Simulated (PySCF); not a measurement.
C6H5ClFNS.
Atom-mapped SMILES: `[CH3:1][S:2][c:3]1[cH:4][cH:5][n:6][c:7]([Cl:8])[c:9]1[F:10]` (hydrogens: H11, H12, H13 on C1; H14 on C4; H15 on C5)

The same species was optimised twice, with GFN2-xTB and with PBE0-D3(BJ)/def2-SVP (PySCF), and the same property calculations (PySCF, gas phase) were run on both structures.

```json
{"coordinate": "C9–F10 (Å)", "GFN2-xTB": "1.341", "PBE0-D3(BJ)/def2-SVP": "1.324", "change": "-0.017"}
{"coordinate": "C1–S2 (Å)", "GFN2-xTB": "1.815", "PBE0-D3(BJ)/def2-SVP": "1.798", "change": "-0.017"}
{"coordinate": "C7–Cl8 (Å)", "GFN2-xTB": "1.715", "PBE0-D3(BJ)/def2-SVP": "1.729", "change": "+0.014"}
{"coordinate": "C4–C5 (Å)", "GFN2-xTB": "1.383", "PBE0-D3(BJ)/def2-SVP": "1.391", "change": "+0.008"}
{"coordinate": "C5–N6 (Å)", "GFN2-xTB": "1.321", "PBE0-D3(BJ)/def2-SVP": "1.329", "change": "+0.008"}
{"coordinate": "C3–C4 (Å)", "GFN2-xTB": "1.395", "PBE0-D3(BJ)/def2-SVP": "1.402", "change": "+0.007"}
{"coordinate": "C7–C9 (Å)", "GFN2-xTB": "1.390", "PBE0-D3(BJ)/def2-SVP": "1.395", "change": "+0.005"}
{"coordinate": "N6–C7 (Å)", "GFN2-xTB": "1.318", "PBE0-D3(BJ)/def2-SVP": "1.315", "change": "-0.003"}
{"coordinate": "C3–C9 (Å)", "GFN2-xTB": "1.398", "PBE0-D3(BJ)/def2-SVP": "1.399", "change": "+0.001"}
{"coordinate": "S2–C3 (Å)", "GFN2-xTB": "1.751", "PBE0-D3(BJ)/def2-SVP": "1.750", "change": "-0.001"}
{"coordinate": "Cl8–C7–C9 (°)", "GFN2-xTB": "120.2", "PBE0-D3(BJ)/def2-SVP": "118.1", "change": "-2.1"}
{"coordinate": "N6–C7–Cl8 (°)", "GFN2-xTB": "117.2", "PBE0-D3(BJ)/def2-SVP": "118.7", "change": "+1.5"}
{"coordinate": "C1–S2–C3 (°)", "GFN2-xTB": "103.0", "PBE0-D3(BJ)/def2-SVP": "102.1", "change": "-0.9"}
{"coordinate": "S2–C3–C4 (°)", "GFN2-xTB": "125.8", "PBE0-D3(BJ)/def2-SVP": "126.4", "change": "+0.6"}
{"coordinate": "N6–C7–C9 (°)", "GFN2-xTB": "122.6", "PBE0-D3(BJ)/def2-SVP": "123.2", "change": "+0.6"}
{"coordinate": "S2–C3–C9 (°)", "GFN2-xTB": "117.3", "PBE0-D3(BJ)/def2-SVP": "116.8", "change": "-0.5"}
{"coordinate": "C7–C9–F10 (°)", "GFN2-xTB": "120.8", "PBE0-D3(BJ)/def2-SVP": "121.1", "change": "+0.3"}
{"coordinate": "C4–C5–N6 (°)", "GFN2-xTB": "124.0", "PBE0-D3(BJ)/def2-SVP": "123.7", "change": "-0.3"}
{"coordinate": "C1–S2–C3–C4 (°)", "GFN2-xTB": "2", "PBE0-D3(BJ)/def2-SVP": "1", "change": "-1"}
```

Rotational constants: A = 2083, B = 635.6, C = 488.5 MHz (GFN2-xTB) against A = 2061, B = 640.5, C = 490.2 MHz (PBE0-D3(BJ)/def2-SVP).

On the GFN2-xTB structure: HOMO (eV) -7.03 [PBE0/pcSseg-1]; LUMO (eV) -1.22 [PBE0/pcSseg-1]; dipole (D) 4.97 [PBE0/pcSseg-1]; GIAO shielding of C1 (ppm) 168.8 [PBE0/pcSseg-1]; GIAO shielding of S2 (ppm) 498.3 [PBE0/pcSseg-1]; GIAO shielding of C3 (ppm) 38.4 [PBE0/pcSseg-1]; GIAO shielding of C4 (ppm) 66.5 [PBE0/pcSseg-1]; GIAO shielding of C5 (ppm) 38.1 [PBE0/pcSseg-1]; GIAO shielding of N6 (ppm) -72.2 [PBE0/pcSseg-1]; GIAO shielding of C7 (ppm) 37.3 [PBE0/pcSseg-1]; GIAO shielding of Cl8 (ppm) 692.0 [PBE0/pcSseg-1].

Problem. What do these properties become on the PBE0-D3(BJ)/def2-SVP structure?

Solution. 
```
                                    property          level  on GFN2-xTB  on PBE0-D3(BJ)/def2-SVP  change
                                   HOMO (eV)  PBE0/pcSseg-1        -7.03                    -7.02   +0.01
                                   LUMO (eV)  PBE0/pcSseg-1        -1.22                    -1.23   -0.01
                                  dipole (D)  PBE0/pcSseg-1         4.97                     4.96   -0.01
energy, GFN2-xTB geometry as zero (kcal/mol)  PBE0/pcSseg-1          0.0                     -0.4    -0.4
                  GIAO shielding of C1 (ppm)  PBE0/pcSseg-1        168.8                    168.0    -0.8
                  GIAO shielding of S2 (ppm)  PBE0/pcSseg-1        498.3                    503.7    +5.4
                  GIAO shielding of C3 (ppm)  PBE0/pcSseg-1         38.4                     37.9    -0.5
                  GIAO shielding of C4 (ppm)  PBE0/pcSseg-1         66.5                     63.7    -2.8
                  GIAO shielding of C5 (ppm)  PBE0/pcSseg-1         38.1                     36.5    -1.6
                  GIAO shielding of N6 (ppm)  PBE0/pcSseg-1        -72.2                    -70.4    +1.8
                  GIAO shielding of C7 (ppm)  PBE0/pcSseg-1         37.3                     37.2    -0.1
                 GIAO shielding of Cl8 (ppm)  PBE0/pcSseg-1        692.0                    689.7    -2.3
```

The heavy atoms differ by 0.022 Å rms after alignment. Among bonds between heavy atoms C1–S2 and C9–F10 change most and about equally (-0.017 Å). Changes are differences of the printed values. Neither structure is proved a minimum here.

Shape of the structure used: `[CH3:1][S:2][c:3]1[cH:4][cH:5][n:6][c:7]([Cl:8])[c:9]1[F:10]`: C1–S2–C3–C4 1°.
